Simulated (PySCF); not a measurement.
## Spin-orbit coupling and the third ionisation energy along the 5d series

Two-component X2C-1e calculated with PySCF 2.14: MP2 on generalised Hartree-Fock spinors (GMP2), with spin-orbit coupling off and on (screened by Boettger's factors); no Breit or QED terms. Values in eV; the references (NIST) lie between the lowest levels. Elements whose determinants are no pure J levels are left out.

| element | configurations | spin-free | with spin-orbit | shift | reference |
| --- | --- | --- | --- | --- | --- |
| Hf (x2c-TZVPall-2c, [Kr] 4d10 4f14 frozen) | [Xe] 4f14 5d2 → [Xe] 4f14 5d1 | 21.724 | 21.867 | 0.142 | 22.55 ± 0.04 (t) |
| Ir (x2c-TZVPall-2c, [Kr] 4d10 4f14 frozen) | [Xe] 4f14 5d7 → [Xe] 4f14 5d6 | 28.633 | 28.741 | 0.108 | 28 ± 1.6 (t) |
| Pt (x2c-TZVPall-2c, [Kr] 4d10 4f14 frozen) | [Xe] 4f14 5d8 → [Xe] 4f14 5d7 | 30.488 | 30.120 | -0.369 | 29 ± 1.6 (t) |
| Au (x2c-TZVPall-2c, [Kr] 4d10 4f14 frozen) | [Xe] 4f14 5d9 → [Xe] 4f14 5d8 | 32.342 | 31.789 | -0.553 | 30 ± 1.6 (t) |
| Hg (x2c-TZVPall-2c, [Kr] 4d10 4f14 frozen) | [Xe] 4f14 5d10 → [Xe] 4f14 5d9 | 35.056 | 34.241 | -0.815 | 34.49 ± 0.05 |

The largest shift is at Hg, -0.815 eV, where spin-orbit coupling lowers the species with fewer electrons by more than the one with more (starting occupations closed and 5d3/2^4 5d5/2^5).

What remains against the references is mostly the basis and correlation beyond MP2. References marked (s) are semi-empirical, (t) theoretical.
